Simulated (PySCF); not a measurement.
Input for PySCF: R-HF/STO-3G on CH7GeI (a complex), monomers drawn apart or pushed together.

```python
from pyscf import gto, scf, dft, mp
from pyscf.data.elements import chemcore

mol = gto.M(
    atom='''
    Ge    0.17374332    0.26339924    0.11221274
    H    -1.03606360   -0.49600277    0.67642651
    H    -0.02817797    0.48166452   -1.39676772
    H     1.45347061   -0.54654941    0.34937130
    H     0.28386648    1.62857195    0.80713269
    C    -1.45064046    1.10152533    4.29003933
    I     0.27007086   -0.09162847    4.80193756
    H    -2.06865529    0.50696200    3.62748798
    H    -1.96717204    1.33861078    5.21277266
    H    -1.08717703    1.99449762    3.79526828
    ''',
    basis='sto-3g',
    charge=0, spin=0, verbose=3, max_memory=1800)
mf = scf.RHF(mol)
mf.conv_tol = 1e-8
mf.max_cycle = 100
mf.kernel()
if not mf.converged:
    mf = mf.newton().run(mf.mo_coeff, mf.mo_occ)
```

### Question
Predict the final total energy.

### Answer
-8943.9117 hartree.
